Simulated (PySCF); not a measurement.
Te(Me)(SiH3) (CH6SiTe), SMILES C[Te][SiH3]. Coordinates come from a B3LYP-D3(BJ)/def2-SVP optimisation. The def2 effective core potentials stand for the cores of Te; spin–orbit coupling is left out.

All values below come from PySCF with B3LYP-D3(BJ)/def2-SVP.

Harmonic wavenumbers (cm⁻¹): 83, 110, 122, 332, 506, 551, 553, 834, 845, 893, 929, 961, 1240, 1439, 1444, 2207, 2214, 2233, 3062, 3179, 3185. Rotational constants (GHz): 6.813, 2.802, 2.060; symmetry number 1.

Task: Work out the zero-point energy and the ideal-gas rigid-rotor harmonic-oscillator thermochemistry at 298.15 K and 1 atm.

Result: ZPE = ½ Σ hcν = ½ × 26922 cm⁻¹ = 38.49 kcal/mol. H − E(el) = 43.03 kcal/mol. Entropy in cal/(mol K): translation 41.36, rotation 26.51, vibration 13.92, total 81.79. G − E(el) = 18.65 kcal/mol. Cp = 21.85 cal/(mol K). Modes under 150 cm⁻¹ make the vibrational entropy uncertain.
